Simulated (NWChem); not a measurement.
## Lowest excitation of phosphorus nitride (NP)

```
N
P 1 1.4886
```
Charge 0, spin multiplicity 1.

Program: NWChem. All single points use one geometry, from PBE0/def2-SVP, a minimum by its harmonic frequencies.

Basis set: aug-cc-pVDZ.

```csv
method,lowest vertical singlet excitation energy (eV),relative cost,difference from EOM-CCSD
TD-B3LYP,4.80,under 3,-0.55
TDA-CAM-B3LYP,4.72,under 3,-0.63
TD-PBE,5.02,1,-0.34
CIS,4.18,under 3,-1.18
EOM-CCSD,5.35,under 3,0.00
```

The values span 1.18 eV, from CIS (lowest) to EOM-CCSD (highest). Relative cost: rough, from shared machines, SCF included, TD-PBE = 1.

The correlated methods keep 6 core orbitals frozen. B3LYP has NWChem's definition, with VWN1-RPA local correlation. GW and range-separated runs recompute their integrals, the others keep them in memory, which bears on the times. Coupled-cluster values serve here as a point of comparison, not as the truth.
